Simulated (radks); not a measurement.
Results of a calculation; reference values are marked as such.
Task: Code: a radial shooting solver on a logarithmic mesh with Libxc functionals. Model: scalar-relativistic Kohn-Sham, LB94 model potential, spin-unpolarised, spherical densities, finite nucleus; Fermi nuclear charge, rms radius of each element as measured or else 0.836 A^(1/3) + 0.57 fm. Response by self-consistent Sternheimer equations with the Hartree and adiabatic LDA kernel, the relativistic mass of each level held fixed and spin-orbit coupling left out. For heavy and open-shell atoms this level of theory can miss by tens of per cent. Rank Br+, Al+, Kr, Co, W2+, Nb (NIST ground configurations) by static dipole polarisability, largest first.

Result: Nb 70.05, Co 38.79, Al+ 21.49, Kr 16.93, Br+ 12.15, W2+ 11.85 bohr^3.
